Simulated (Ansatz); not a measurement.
Calculated with Ansatz (gas phase, PBE0-D4/def2-TZVP geometries, no zero-point term in ΔE). CCSD(T)/CBS is the MP2 limit (def2-TZVPP, def2-QZVPP) plus CCSD(T) − MP2 in def2-TZVPP, frozen cores. DFT in def2-TZVPP. For Ge outer-core shells are correlated without core-valence functions, which leaves a few kJ/mol of doubt a bond. Scalar relativity is left out up to krypton. One conformer a species, not always the lowest.

`CN[BH][GeH3]` + disilane → `[SiH3][SiH2][BH][GeH3]` + CH₃NH₂  (formal exchange of groups at a B–N bond)

`CN[BH][GeH3]`:

Cartesian coordinates in Å:
```
C -0.110 0.071 1.740
N -0.964 0.493 0.653
B -0.766 0.380 -0.711
Ge 0.892 -0.465 -1.609
H 0.793 -0.385 1.340
H 0.181 0.921 2.365
H -0.614 -0.663 2.376
H -1.819 0.928 0.967
H -1.633 0.812 -1.419
H 0.471 -1.636 -2.520
H 1.591 0.562 -2.522
H 1.977 -1.017 -0.659
```

`[SiH3][SiH3]`:

```xyz
8

Si   -0.935   -0.342    0.614
Si    0.935    0.342   -0.614
H    -1.574   -1.519   -0.033
H    -0.534   -0.718    1.996
H    -1.932    0.760    0.690
H     0.535    0.714   -1.997
H     1.933   -0.758   -0.687
H     1.572    1.521    0.031
```

`[SiH3][SiH2][BH][GeH3]`:

```xyz
13

Si    0.919    1.998    0.116
Si   -0.702    0.772   -1.086
B    -1.129   -0.582    0.286
Ge    0.016   -2.274    0.521
H     0.317    2.606    1.332
H     2.031    1.102    0.532
H     1.470    3.081   -0.742
H    -0.022    0.239   -2.299
H    -1.785    1.709   -1.491
H    -1.993   -0.378    1.087
H     1.277   -2.296   -0.363
H    -0.850   -3.488    0.123
H     0.451   -2.487    1.984
```

CH₃NH₂:

Z-matrix (Å, degrees):
```
C
N 1 1.453
H 1 1.092 2 109.4
H 1 1.100 2 115.4 3 -121.6
H 1 1.092 2 109.4 3 116.8
H 2 1.012 1 110.6 3 62.6
H 2 1.012 1 110.6 3 -179.3
```

| level | ΔE (kJ/mol) |
| --- | --- |
| PBE0-D4 | 158.9 |
| HF/def2-QZVPP | 168.3 |

What does CCSD(T)/CBS give? (An estimate is asked.)

Computed: +163.5 kJ/mol. The listed levels differ from it by -4.6, 4.8 kJ/mol.

Largest T1 diagnostic among the species: 0.014.

The D4 term adds −3.5 kJ/mol with B3LYP and −2.2 kJ/mol with PBE0; it sums over pairs of atoms, weighted by their polarisabilities, and B3LYP, whose exchange is more repulsive, gets the larger term.

B3LYP here is the variant with VWN-RPA as its local correlation; programs differ in this.
